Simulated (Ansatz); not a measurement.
Steps of a relaxation of CH4FGaSi, SMILES `F[SiH]1[CH2][GaH]1` with RKS PBE-D4/def2-SVP.

```sh
$ ansatz run in.yaml --threads 2 --pin off --events-out ev --progress --plain --max-ram 4352MiB
```

```yaml
crystal:
  periodic: [false, false, false]
  atoms:
    - {symbol: F, position_ang: [-2.034300, 0.436800, -0.301700]}
    - {symbol: Si, position_ang: [-0.508200, 0.439500, -0.906600]}
    - {symbol: C, position_ang: [0.631800, -0.026900, 0.457500]}
    - {symbol: Ga, position_ang: [0.183000, -1.472700, -0.152700]}
    - {symbol: H, position_ang: [-0.139500, 1.763200, -1.439800]}
    - {symbol: H, position_ang: [0.719200, 0.814800, 1.207000]}
    - {symbol: H, position_ang: [1.700600, -0.214200, 0.054800]}
    - {symbol: H, position_ang: [-0.460500, -1.797500, 1.025600]}
basis:
  gaussian: {orbitals: def2-SVP}
hamiltonian: {xc: pbe, dispersion: d4}
relax: {f_tol: 0.03, max_steps: 200}
```

Positions (Å) and forces (eV/Å) along the path, 14 of 14 steps:

```xyz
8
step=1 energy=-64041.9132 eV
F    -2.034    0.437   -0.302   -0.252    0.272    0.117
Si   -0.508    0.440   -0.907    0.078    1.696   -1.631
C     0.632   -0.027    0.458    4.734   11.402    4.129
Ga    0.183   -1.473   -0.153   -1.743  -10.107   -5.148
H    -0.140    1.763   -1.440   -0.212    0.258   -0.681
H     0.719    0.815    1.207    0.023   -1.206    0.294
H     1.701   -0.214    0.055   -0.459    0.880   -0.323
H    -0.461   -1.798    1.026   -2.168   -3.195    3.243
8
step=2 energy=-64043.9737 eV
F    -2.018    0.466   -0.311   -0.163    0.237   -0.111
Si   -0.491    0.472   -0.930    0.532    0.815   -0.361
C     0.661    0.047    0.464    2.589    5.142    1.143
Ga    0.154   -1.530   -0.145   -1.382   -4.559   -1.453
H    -0.151    1.789   -1.500   -0.293    0.313   -0.795
H     0.750    0.819    1.252    0.010   -0.607    0.587
H     1.699   -0.147    0.025   -0.281    0.874   -0.310
H    -0.512   -1.974    1.089   -1.012   -2.214    1.299
8
step=3 energy=-64045.1617 eV
F    -2.005    0.485   -0.339    0.044    0.236   -0.168
Si   -0.456    0.516   -0.926    0.513    0.238    0.109
C     0.719    0.119    0.462    0.918    1.607   -0.041
Ga    0.095   -1.581   -0.108   -0.924   -1.372    0.030
H    -0.183    1.818   -1.584   -0.326    0.205   -0.694
H     0.777    0.805    1.317    0.144   -0.246    0.593
H     1.716   -0.064   -0.021    0.050    0.735   -0.214
H    -0.572   -2.155    1.144   -0.418   -1.402    0.384
8
step=4 energy=-64045.7500 eV
F    -1.982    0.523   -0.365    0.121    0.223   -0.044
Si   -0.415    0.553   -0.918    0.145    0.020   -0.043
C     0.770    0.170    0.461    0.060    0.432    0.215
Ga    0.016   -1.602   -0.050   -0.463   -0.075    0.278
H    -0.233    1.829   -1.692   -0.196   -0.050   -0.406
H     0.808    0.771    1.390    0.224   -0.183    0.105
H     1.747    0.040   -0.057    0.195    0.401   -0.048
H    -0.619   -2.341    1.174   -0.086   -0.768   -0.055
8
step=5 energy=-64045.9649 eV
F    -1.905    0.656   -0.237    0.042    0.091   -0.285
Si   -0.395    0.540   -0.940   -0.310    0.224    0.261
C     0.757    0.196    0.477    0.236    0.179    0.009
Ga   -0.023   -1.588   -0.025   -0.320    0.074    0.331
H    -0.248    1.747   -1.831   -0.064   -0.111   -0.304
H     0.760    0.787    1.414    0.197   -0.115    0.034
H     1.751    0.108   -0.020    0.219    0.196    0.096
H    -0.605   -2.503    1.106    0.000   -0.539   -0.142
8
step=6 energy=-64046.1430 eV
F    -1.928    0.727   -0.240    0.177    0.201   -0.139
Si   -0.403    0.578   -0.910   -0.381   -0.020   -0.107
C     0.777    0.240    0.497    0.146    0.070    0.037
Ga   -0.092   -1.538    0.046   -0.218   -0.227    0.246
H    -0.269    1.685   -1.945   -0.019   -0.189    0.038
H     0.816    0.804    1.444    0.150    0.094    0.140
H     1.781    0.132    0.013   -0.028    0.049    0.106
H    -0.590   -2.685    1.041    0.173    0.022   -0.321
8
step=7 energy=-64046.2324 eV
F    -1.931    0.897   -0.216    0.381    0.014   -0.252
Si   -0.434    0.563   -0.898   -0.608    0.341    0.086
C     0.758    0.263    0.522    0.068    0.089    0.117
Ga   -0.137   -1.522    0.097   -0.085   -0.389    0.289
H    -0.258    1.587   -2.014    0.033   -0.230    0.095
H     0.835    0.857    1.458    0.030   -0.050   -0.076
H     1.763    0.132    0.049    0.018   -0.036    0.034
H    -0.506   -2.834    0.946    0.162    0.261   -0.294
8
step=8 energy=-64046.2876 eV
F    -1.946    1.092   -0.214    0.582   -0.159   -0.320
Si   -0.483    0.571   -0.862   -0.707    0.421    0.142
C     0.728    0.276    0.552    0.063    0.054    0.070
Ga   -0.170   -1.513    0.146   -0.059   -0.391    0.165
H    -0.232    1.463   -2.076    0.018   -0.200    0.203
H     0.849    0.882    1.476   -0.014   -0.061   -0.084
H     1.726    0.111    0.072    0.007   -0.024    0.011
H    -0.380   -2.939    0.851    0.110    0.359   -0.187
8
step=9 energy=-64046.3187 eV
F    -1.937    1.233   -0.229    0.356   -0.199   -0.225
Si   -0.528    0.576   -0.837   -0.408    0.385    0.176
C     0.697    0.272    0.565    0.040   -0.048   -0.077
Ga   -0.199   -1.518    0.160   -0.012   -0.273    0.135
H    -0.206    1.384   -2.085   -0.002   -0.137    0.120
H     0.840    0.877    1.483   -0.010   -0.020   -0.018
H     1.688    0.092    0.073    0.010    0.005    0.020
H    -0.264   -2.973    0.814    0.025    0.288   -0.132
8
step=10 energy=-64046.3051 eV rejected
F    -1.936    1.364   -0.227   -0.039    0.060    0.043
Si   -0.578    0.608   -0.761    0.182   -0.285   -0.368
C     0.700    0.262    0.576    0.159    0.168    0.098
Ga   -0.181   -1.516    0.122   -0.355   -0.008    0.082
H    -0.206    1.185   -2.104   -0.028    0.178    0.071
H     0.812    0.851    1.508    0.045   -0.110    0.053
H     1.703    0.137    0.091   -0.069    0.145   -0.046
H    -0.222   -2.948    0.738    0.106   -0.149    0.067
8
step=11 energy=-64046.3359 eV
F    -1.942    1.303   -0.245    0.033   -0.001   -0.028
Si   -0.560    0.592   -0.802   -0.020    0.010    0.004
C     0.693    0.259    0.567    0.047    0.031   -0.028
Ga   -0.222   -1.519    0.155    0.001   -0.051    0.007
H    -0.185    1.302   -2.083   -0.018   -0.008    0.025
H     0.832    0.842    1.499    0.003   -0.015    0.009
H     1.685    0.121    0.062   -0.037    0.016    0.019
H    -0.209   -2.957    0.791   -0.008    0.017   -0.007
8
step=12 energy=-64046.3365 eV
F    -1.938    1.314   -0.248   -0.021    0.006    0.002
Si   -0.562    0.590   -0.799    0.004   -0.001   -0.004
C     0.694    0.259    0.566    0.038    0.013   -0.015
Ga   -0.218   -1.523    0.153   -0.008   -0.003    0.003
H    -0.189    1.292   -2.082    0.006    0.001   -0.003
H     0.829    0.833    1.503   -0.002   -0.012    0.003
H     1.686    0.134    0.060   -0.016    0.011    0.009
H    -0.211   -2.957    0.791   -0.003   -0.015    0.005
8
step=13 energy=-64046.3353 eV rejected
F    -1.941    1.318   -0.252    0.004    0.041    0.028
Si   -0.565    0.592   -0.798   -0.065   -0.079   -0.020
C     0.706    0.252    0.553   -0.016    0.063    0.124
Ga   -0.228   -1.525    0.163    0.046    0.022   -0.092
H    -0.186    1.289   -2.081    0.015   -0.014   -0.002
H     0.821    0.806    1.507   -0.008   -0.002   -0.031
H     1.703    0.171    0.054    0.038   -0.032   -0.024
H    -0.217   -2.960    0.799   -0.014    0.002    0.016
8
step=14 energy=-64046.3369 eV
F    -1.939    1.323   -0.249   -0.010    0.008    0.007
Si   -0.567    0.590   -0.797   -0.008   -0.013   -0.010
C     0.699    0.257    0.561    0.014    0.006    0.025
Ga   -0.219   -1.525    0.154    0.002    0.012   -0.009
H    -0.186    1.284   -2.081    0.005    0.000   -0.008
H     0.825    0.820    1.507   -0.004   -0.007   -0.006
H     1.692    0.153    0.056    0.004    0.003   -0.005
H    -0.214   -2.958    0.794   -0.003   -0.009    0.004
```

It took 31 s on 2 threads of an Arm Neoverse V1 on a shared host, with 0.15 GiB of host memory at the peak.
